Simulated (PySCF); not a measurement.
**Löwdin shares of the frontier orbitals**

Species: C4H15BN2O2Si.
Geometry (PBE0-D3(BJ)/def2-SVP, Å), atoms numbered from 1 in this order:
```xyz
25
C4H15BN2O2Si angstrom
C      1.9754   -0.4226    1.1857
N      1.4440    0.6160    0.3233
C      2.1194    1.8875    0.4710
Si     0.7621    0.1033   -1.2253
N     -0.7636   -0.6740   -1.0409
C     -0.8905   -2.0886   -0.7968
C     -1.9414    0.1044   -0.6666
B     -2.1136    0.3492    0.9114
O     -3.3405    0.3432    1.5115
O     -1.0467    0.6207    1.6894
H      1.8983   -0.1280    2.2468
H      1.3995   -1.3534    1.0667
H      3.0383   -0.6508    0.9731
H      1.6633    2.6426   -0.1859
H      2.0332    2.2519    1.5098
H      3.1991    1.8327    0.2276
H      1.6649   -0.8779   -1.9029
H      0.5883    1.3716   -1.9907
H      0.0211   -2.6193   -1.1116
H     -1.7355   -2.5154   -1.3694
H     -1.0664   -2.3273    0.2721
H     -1.8722    1.1021   -1.1424
H     -2.8377   -0.3618   -1.1227
H     -4.0445    0.1208    0.8979
H     -0.2017    0.6764    1.1908
```

The calculation used PySCF, TDDFT CAM-B3LYP/def2-SVPD, vertical, gas phase, core orbitals frozen in the response.

Frontier orbitals with the atoms that hold most of them (Löwdin shares over 4%, at most four atoms; ? is withheld):

| orbital | ε (eV) | atoms |
| --- | --- | --- |
| LUMO+2 | 1.50 | Si4 19%, C6 10%, O9 8%, H17 8% |
| LUMO+1 | 1.29 | C3 14%, Si4 14%, C1 9%, H16 9% |
| LUMO | 0.75 | ? |
| HOMO | -7.69 | N5 46%, C7 10%, N2 8%, C6 8% |
| HOMO-1 | -8.32 | ? |
| HOMO-2 | -10.33 | O10 47%, O9 30%, B8 9% |
| HOMO-3 | -10.49 | O10 25%, O9 21%, C7 13%, B8 10% |

(1) Give the leading atoms of the LUMO.

(2) Which atoms hold the HOMO-1, and with what shares?

(3) How does S1 compare with the orbital gap of 8.43 eV?

Answers

(1) B8 (bonded to C and 2 O) 35%; O9 (bonded to B and H) 13%; H24 (bonded to O) 9%; H23 (bonded to C) 6%. By element: boron 35%, hydrogen 14% or more, oxygen 13% or more.

(2) N2 (bonded to 2 C and Si) 47%; C3 (bonded to N and 3 H) 8%; C1 (bonded to N and 3 H) 7%; Si4 (bonded to 2 N and 2 H) 7%. By element: nitrogen 47% or more, carbon 15% or more, silicon 7%.

(3) S1 is at 5.77 eV (f = 0.0084), 2.67 eV below the gap, made of HOMO→LUMO (69%), HOMO→LUMO+2 (23%). Without the coupling terms of the response equations the lowest excitation would equal the gap.

Next come S2 at 6.25 eV (f 0.012), HOMO→LUMO+2 (54%), HOMO→LUMO (22%); S3 at 6.41 eV (f 0.0035), HOMO→LUMO+1 (28%), HOMO-1→LUMO+1 (27%), HOMO-1→LUMO (21%); S4 at 6.59 eV (f 0.060), HOMO→LUMO+3 (66%), HOMO→LUMO+5 (11%); S5 at 6.70 eV (f 0.015), HOMO→LUMO+1 (31%), HOMO-1→LUMO (18%), HOMO→LUMO+4 (13%).

Löwdin shares depend on the basis, the more so with diffuse functions.

One conformer stands for the species.

Without π bonds the low states are Rydberg-like; a valence basis with one diffuse set may place them up to an eV too high.
